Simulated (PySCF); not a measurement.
# Mass spectrum arithmetic for `O[SiH2]O[SiH](O[SiH3])O[SiH3]`

Species: `O[SiH2]O[SiH](O[SiH3])O[SiH3]`.

Calculated for natural abundance.

Molar mass and exact mass?

For H10O4Si4, with standard atomic weights, 4 × 15.999 + 4 × 28.085 + 10 × 1.008 = 186.416 g/mol. From the most abundant isotopes (16O, 28Si, 1H), 4 × 15.994915 + 4 × 27.976927 + 10 × 1.007825 = 185.9656 u.

Give the isotope pattern of the molecular ion M+•, merging species of the same nominal mass.

| nominal mass | m/z (centroid) | relative intensity |
| --- | --- | --- |
| 186 | 185.9651 | 100.0 |
| 187 | 186.9647 | 20.6 |
| 188 | 187.9625 | 15.8 |
| 189 | 188.9622 | 2.3 |
| 190 | 189.9601 | 0.9 |

Cut off at 0.1 %. One electron mass, 0.00055 u, is taken off. Abundances used (%; other tables differ somewhat): 16O 99.757, 17O 0.038, 18O 0.205; 28Si 92.2297, 29Si 4.6832, 30Si 3.0872; 1H 99.9885, 2H 0.0115.

Protons, neutrons, electrons, and exact less nominal mass of the monoisotopic species?

98 protons, 88 neutrons and 98 electrons; 185.9656 − 186 = -0.0344 u.

Double-bond equivalents and nitrogen rule?

(2 × 4 + 2 + 0 − 10)/2 = 0; the structure has 0 rings and 0 π bonds. The nominal mass 186 is even, with 0 nitrogens, as the rule says.

What share of all molecules is the monoisotopic species?

0.99757^4 × 0.922297^4 × 0.999885^10 = 71.57 %.
